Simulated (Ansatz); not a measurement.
Calculated with Ansatz (gas phase, PBE0-D4/def2-TZVP geometries, no zero-point term in ΔE). CBS: MP2 limit from def2 TZ/QZ plus the TZ coupled-cluster correction, frozen cores. Functionals use def2-TZVPP. For Ge outer-core shells are correlated without core-valence functions, which leaves a few kJ/mol of doubt a bond. Scalar relativity is left out up to krypton. One conformer a species, not always the lowest.

Consider the isomerisation: `C[SiH2][CH2][GeH3]` → `C[SiH2][GeH2][CH3]`.

Q: Is it downhill or uphill in electronic energy at CCSD(T)/CBS, and by how much? (Best estimate.)

A: Ansatz gave: Downhill: ΔE = -9.3 kJ/mol.

Q: What do these levels give: PBE-D4, r2SCAN-D4, PBE0-D4, ωB97X-V, ωB97M-V, r2SCAN, HF/def2-TZVPP, SCS-MP2/def2-TZVPP, CCSD/def2-TZVPP, HF/def2-QZVPP, SCS-MP2/def2-QZVPP, CCSD/CBS(def2)? (Estimate.)

A: Ansatz gave: PBE-D4 -19.8, r2SCAN-D4 -13.9, PBE0-D4 -16.5, ωB97X-V -10.0, ωB97M-V -7.6, r2SCAN -14.3, HF/def2-TZVPP -6.6, SCS-MP2/def2-TZVPP -6.3, CCSD/def2-TZVPP -9.4, HF/def2-QZVPP -5.5, SCS-MP2/def2-QZVPP -5.6, CCSD/CBS(def2) -9.2 kJ/mol.

Largest T1 diagnostic among the species: 0.011.

The D4 term adds +3.1 kJ/mol with B3LYP and +1.5 kJ/mol with PBE0; it sums over pairs of atoms, weighted by their polarisabilities, and B3LYP, whose exchange is more repulsive, gets the larger term. From PBE to PBE0 (25 % exact exchange), in def2-TZVPP and without D4, ΔE moves by +3.7 kJ/mol.

B3LYP here is the variant with VWN-RPA as its local correlation; programs differ in this.
